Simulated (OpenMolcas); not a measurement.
**Computed transition rates of Ni III**

* Program: OpenMolcas
* Method: MS-CASPT2, IPEA 0.25 Eh, imaginary shift 0.1 Eh (closed shells correlated: 3s 3p)
* Basis: ANO-RCC-VQZP [7s6p4d3f2g1h]
* Scalar Hamiltonian: DKH2, point nucleus
* Active space: 8 electrons in 6 orbitals (3d 4s)
* State averaging: 2S+1 = 3 even, 55 roots; 2S+1 = 5 even, 10 roots kept (CI in the orbitals of an earlier block); 2S+1 = 1 even, 50 roots kept (CI in the orbitals of an earlier block)
* Spin-orbit coupling: RASSI with atomic mean-field integrals over the reference wave functions, term energies averaged over their components

Rates come from the transition moments of the reference wave functions (E1 and E2 in the length form). At fixed line strength A goes as λ^-3 for E1 and M1 and as λ^-5 for E2, so a rate at the computed wavelength can be rescaled to the measured one. Measured vacuum wavelengths follow from level energies in Corliss and Sugar, J. Phys. Chem. Ref. Data 10, 197 (1981). Branching counts decays inside the model space alone, at computed energies, and the table is only a selection of the E2 and M1 lines, drawn from those between levels with measured partners whose computed energy lies within a factor of 1.5 of the measured one.

| Upper | Lower | Type | λ computed (nm) | λ measured (nm) | A computed (s-1) | A rescaled (s-1) | Branching % |
| --- | --- | --- | --- | --- | --- | --- | --- |
| 3d⁷ 4s ¹D₂ | 3d⁸ ¹D₂ | E2 | 138.6 | 137.7 | 1.73e+02 | 1.79e+02 | 84.3 |
| 3d⁷ 4s ³P₁(2) [59 %] | 3d⁸ ³F₃ | E2 | 130.1 | 127.6 | 1.68e+02 | 1.85e+02 | 74.1 |
| 3d⁷ 4s ³H₆ | 3d⁸ ³F₄ | E2 | 123.6 | 122.4 | 1.49e+02 | 1.56e+02 | 99.9 |
| 3d⁷ 4s ³H₅ | 3d⁸ ³F₃ | E2 | 125.1 | 123.7 | 1.30e+02 | 1.38e+02 | 93.5 |
| 3d⁷ 4s ¹H₅ | 3d⁸ ¹G₄ | E2 | 161 | 159.4 | 1.15e+02 | 1.21e+02 | 96.0 |
| 3d⁷ 4s ³H₄ | 3d⁸ ³F₂ | E2 | 125.7 | 124.1 | 1.15e+02 | 1.23e+02 | 85.9 |
| 3d⁷ 4s ³G₅ | 3d⁸ ³F₄ | E2 | 135.5 | 133.1 | 8.88e+01 | 9.71e+01 | 94.7 |
| 3d⁷ 4s ¹P₁ [58 %] | 3d⁸ ¹D₂ | E2 | 147.5 | 141.7 | 7.68e+01 | 9.39e+01 | 47.7 |
| 3d⁷ 4s ³G₄ | 3d⁸ ³F₃ | E2 | 137.3 | 134.6 | 6.93e+01 | 7.65e+01 | 78.2 |
| 3d⁷ 4s ³G₃ | 3d⁸ ³F₂ | E2 | 138.1 | 135.2 | 6.74e+01 | 7.49e+01 | 78.1 |
| 3d⁷ 4s ¹G₄ | 3d⁸ ¹D₂ | E2 | 155 | 153.3 | 5.45e+01 | 5.76e+01 | 52.1 |
| 3d⁸ ¹S₀ | 3d⁸ ¹D₂ | E2 | 261.9 | 259.7 | 1.00e+01 | 1.04e+01 | 59.4 |
| 3d⁷ 4s ⁵P₂ | 3d⁸ ³F₄ | E2 | 141.1 | 140.1 | 8.86e-01 |  | 50.8 |
| 3d⁸ ¹D₂ | 3d⁸ ³F₃ | M1 | 859.8 | 789.2 | 5.68e-01 |  | 70.8 |
| 3d⁸ ¹G₄ | 3d⁸ ³F₄ | M1 | 443.2 | 432.7 | 3.95e-01 |  | 66.9 |
| 3d⁷ 4s ⁵F₄ | 3d⁸ ³F₄ | E2 | 186.5 | 183 | 3.04e-01 |  | 85.1 |
| 3d⁷ 4s ⁵F₃ | 3d⁸ ³F₃ | E2 | 189.1 | 185 | 1.74e-01 |  | 68.6 |
| 3d⁸ ³P₂ | 3d⁸ ¹D₂ | M1 | 2820 | 3802 | 1.57e-01 |  | 52.5 |
| 3d⁸ ³P₁ | 3d⁸ ¹D₂ | M1 | 2545 | 3394 | 1.29e-01 |  | 71.5 |
| 3d⁷ 4s ⁵F₂ | 3d⁸ ³F₂ | E2 | 190.7 | 186.3 | 1.04e-01 |  | 79.2 |
| 3d⁸ ³F₃ | 3d⁸ ³F₄ | M1 | 6842 | 7349 | 8.15e-02 | 6.58e-02 | 100.0 |
| 3d⁷ 4s ⁵F₅ | 3d⁸ ³F₄ | E2 | 189.7 | 186.2 | 4.61e-02 |  | 92.7 |
| 3d⁸ ³P₀ | 3d⁸ ³F₂ | E2 | 672.8 | 668.4 | 4.17e-02 | 4.31e-02 | 97.6 |
| 3d⁸ ³F₂ | 3d⁸ ³F₃ | M1 | 10370 | 11000 | 3.20e-02 | 2.68e-02 | 100.0 |
| 3d⁷ 4s ⁵F₁ | 3d⁸ ³F₂ | E2 | 189.4 | 185.1 | 2.72e-02 |  | 53.1 |

Spin-changing lines and M1 lines between different terms are not rescaled, since their strength hangs on the term gaps too.

The largest correction is for 3d⁸ ³F₃ → 3d⁸ ³F₄ (M1): 8.15e-02 × (6842 / 7349)^3 = 6.58e-02 s-1, a factor of 0.81.

The computed rate and branching of 3d⁸ ³F₃ → 3d⁸ ³F₄ give the upper level a radiative lifetime of 1.000 / 8.15e-02 s-1 = 1.23e+01 s, counting decays inside the model space alone. The rescaled rate gives about 1.5e+01 s.

The computed order of these levels differs from the measured one in 1 place, and where term gaps are wrong the rates of spin-changing lines can be off by large factors.

These are rates of the free ion; in crystals, glasses and complexes forced electric-dipole and non-radiative decay shorten such lifetimes by orders of magnitude. No measured rate stands beside these. Rescaling mends the energy factor alone: line strengths can still be far off where a level mixes with configurations outside the active space, and weak or spin-changing lines hang on small mixing coefficients that depend on the term gaps too, so rescaling need not improve them.

CASPT2 does not keep the components of a term degenerate, so their means are used; among the terms shown or strongly mixed into the levels shown the widest spread is 2300 cm-1 (3d⁸ ³F). Some levels mix across a computed gap that differs much from the measured one, so their mixing is not that of the real levels. Terms from blocks run as CI alone lack orbitals of their own. A single d shell beside an s shell can misplace configurations of different d count against each other. The CASPT2 spread within a term exceeds the gap to the next term for 3d⁷ 4s ¹G and 3d⁷ 4s ³P(1), 3d⁷ 4s ¹P and 3d⁷ 4s ³H, 3d⁷ 4s ³H and 3d⁷ 4s ³D and others, so the order of their levels is uncertain. Computed and measured levels are paired by configuration, term and J; levels that our copy of the source lacks, or whose pairing is in doubt (as where it misses far off the trend of its configuration), stay unpaired. Levels of configurations outside the active space are missing.

A share in square brackets marks a mixed level and gives the weight of the term that names it. A number in round brackets counts repeated terms of one configuration in the order of the reference energies.
